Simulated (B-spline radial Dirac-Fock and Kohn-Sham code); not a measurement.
# Satellites and hypersatellites of the K lines of Lu⁴⁺

System: Lu⁴⁺, 1s2 2s2 2p6 3s2 3p6 3d10 4s2 4p6 4d10 4f13 5s2 5p6.

Calculated with a radial B-spline solver, using multi-electron Dirac-Fock with separately optimised hole states, Breit and Lamb-shift corrections added in first order. Each two-hole energy is an average over J within one jj subconfiguration, not an observable level; in light atoms, where LS coupling holds, the j-resolved values are not observed lines, and for a K spectator the Kα1 hypersatellite is nearly forbidden. No correlation.

Lines without a spectator: Kα2 (K-L2) 52959.4 eV, Kα1 (K-L3) 54064.2 eV, Kβ3 (K-M2) 61040.9 eV, Kβ1 (K-M3) 61279.7 eV. Shifts in eV with one spectator hole (a dash: not computed, or left out as unreliable):

| spectator hole | Kα2 | Kα1 | Kβ3 | Kβ1 |
| --- | --- | --- | --- | --- |
| K (1s) | +922.8 | +986.4 | +1192.9 | +1207.6 |
| L2 (2p1/2) | +115.8 | +154.5 | – | +298.5 |
| L3 (2p3/2) | +90.9 | +98.4 | +230.4 | – |
| M2 (3p1/2) | – | +23.93 | +47.1 | +55.9 |
| M3 (3p3/2) | +13.68 | – | +41.2 | +41.5 |
| M4 (3d3/2) | +4.62 | +1.22 | – | – |
| M5 (3d5/2) | -0.54 | +3.24 | – | – |

Run: 47 s of CPU time on 1 thread of Neoverse-V1 (shared host), peak memory 0.55 GiB.
